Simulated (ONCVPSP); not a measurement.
V: excitation energies, all-electron against ONCV

| Property | Result |
| --- | --- |
| Element | vanadium |
| Generator | ONCVPSP 4.0.1 |
| Type | optimised norm-conserving Vanderbilt (ONCV) |
| Functional | PBEsol |
| Relativity | scalar-relativistic |
| Frozen core | [Ne] |
| Valence charge | 13 |
| Reference configuration | 3s2 3p6 3d3 4s1.75 4p0.25 |
| Partial waves | 3s+4s: rc 1.30 bohr, ncon 4, nbas 7, qcut 8.5 1/bohr, 2 projectors; 3p+4p: rc 1.40 bohr, ncon 4, nbas 9, qcut 8.9 1/bohr, 2 projectors; 3d: rc 1.80 bohr, ncon 3, nbas 8, qcut 10.3 1/bohr, 1 projector |
| Local potential | polynomial inside 0.85 bohr (lpopt 5, dvloc0 0 Ha) |
| Core correction | Teter function, fcfact 5.75, rcfact 1.35 |

Energies are relative to the spin-unpolarised reference configuration 3s2 3p6 3d3 4s1.75 4p0.25; without spin polarisation the order of configurations can differ from experiment.

```csv
valence configuration,charge,ΔE all-electron (eV),error AE − PS (meV)
3s2 3p6 3d3 4s2 4p0,0,-0.827,+0.1
3s2 3p6 3d3 4s0 4p0,+2,21.126,+1.2
3s2 3p6 3d2 4s2 4p1,0,4.976,+42
```

**Question.** What are ΔE and the potential's error for 3s2 3p6 3d3 4s1 4p0?

**Answer.** ΔE = 6.923 eV all-electron; the error (AE − PS) is 0.0 meV.
